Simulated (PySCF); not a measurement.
PySCF 2.14 output of a UHF calculation on a single atom or ion in aug-cc-pVQZ-PP with ECP60MDF, with scalar relativity through the core potential:

```
SCF conv_tol = 1e-09
number electrons alpha = 10  beta = 6
cycle= 1 E= -77.7681665036833  delta_E= -0.00333  |g|= 0.0192  |ddm|= 0.0404
cycle= 2 E= -77.768356336775  delta_E= -0.00019  |g|= 0.00619  |ddm|= 0.0163
cycle= 3 E= -77.7684159120924  delta_E= -5.96e-05  |g|= 0.00244  |ddm|= 0.0165
cycle= 4 E= -77.7684369023997  delta_E= -2.1e-05  |g|= 0.00187  |ddm|= 0.0109
cycle= 5 E= -77.7684615437804  delta_E= -2.46e-05  |g|= 0.000845  |ddm|= 0.0247
cycle= 6 E= -77.7684698957627  delta_E= -8.35e-06  |g|= 0.000413  |ddm|= 0.0231
cycle= 7 E= -77.7684720426518  delta_E= -2.15e-06  |g|= 0.00015  |ddm|= 0.0179
cycle= 8 E= -77.7684723723578  delta_E= -3.3e-07  |g|= 6.71e-05  |ddm|= 0.00834
cycle= 9 E= -77.7684724353395  delta_E= -6.3e-08  |g|= 2.02e-05  |ddm|= 0.00426
cycle= 10 E= -77.768472438703  delta_E= -3.36e-09  |g|= 5.28e-06  |ddm|= 0.00101
cycle= 11 E= -77.7684724389247  delta_E= -2.22e-10  |g|= 1.58e-06  |ddm|= 0.00026
converged SCF energy = -77.7684724389247  <S^2> = 6.3657847  2S+1 = 5.1442336
```

The run itself started from symmetry-adapted Hartree-Fock orbitals and held the occupation by maximum overlap, so the iterations belong to that start.

Problem. Which element, charge and spin multiplicity is this?

Solution. Re⁻ (rhenium, charge -1), multiplicity 5; the state was [Xe] 4f14 5d6 6s2, high-spin 5D determinant.

Energies and moments cover only the electrons outside the core potential. Spin-orbit coupling, absent here, splits the open shell strongly. ⟨S²⟩ = 6.37 against 6.00 shows spin contamination. The outer electron is barely bound at this level, so radii and moments hang on the diffuse functions.
